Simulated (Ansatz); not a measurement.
C2H7BFNSi. The species carries charge 0 and has multiplicity 1. The bonds changed during the relaxation, so this is another structure than the one it started from.

```xyz
13

C    -1.1224   -0.2062    1.2791
Si   -0.0670    0.5206   -0.0705
N    -0.4214    2.1689   -0.1382
B     1.1819   -0.3550   -1.1903
C     1.1733   -1.7489   -0.7957
F     1.9372   -2.6981   -1.3661
H    -0.9046    0.2786    2.2350
H    -2.1821   -0.0506    1.0580
H    -0.9506   -1.2763    1.3917
H    -1.0839    2.6414    0.4538
H     0.0270    2.7848   -0.7966
H     1.8381    0.1552   -2.0467
H     0.5744   -2.2143   -0.0134
```

Question: List the harmonic frequencies (cm⁻¹, unscaled) at PBE0-D4/def2-TZVP in Ansatz. (Best estimate.)

Answer: Ansatz gave: 58, 86, 115, 188, 242, 258, 307, 383, 433, 487, 647, 712, 718, 760, 788, 847, 874, 912, 995, 1071, 1274, 1298, 1441, 1442, 1479, 1581, 2644, 3052, 3126, 3142, 3162, 3610, 3711.

Question: Is this a minimum?

Answer: Yes, all 33 modes are real.

Question: Give the ideal-gas thermochemistry at 298.15 K and 1 bar (rigid rotor, harmonic oscillator; point group Cs, symmetry number 1).

Answer: Zero-point energy 250.3 kJ/mol; H(298) − E = 275.7 kJ/mol; entropy 381.0 J/(mol·K), of which translation 166.7, rotation 117.0, vibration 97.4; G(298) − E = 162.1 kJ/mol. Modes under 100 cm⁻¹ are hindered rotations or soft bends, so the harmonic entropy is rough.

Question: And at 400, 500, 600, 800 and 1000 K?

Answer: 
```
T (K)  H − E (kJ/mol)  S (J/mol/K)  G − E (kJ/mol)
  400           290.6        424.0           121.0
  500           307.6        461.9            76.7
  600           326.5        496.1            28.8
  800           368.2        555.9           -76.6
 1000           414.0        607.0          -193.0
```

Question: Rotational constants (cm⁻¹)?

Answer: 0.205, 0.04452, 0.03683.
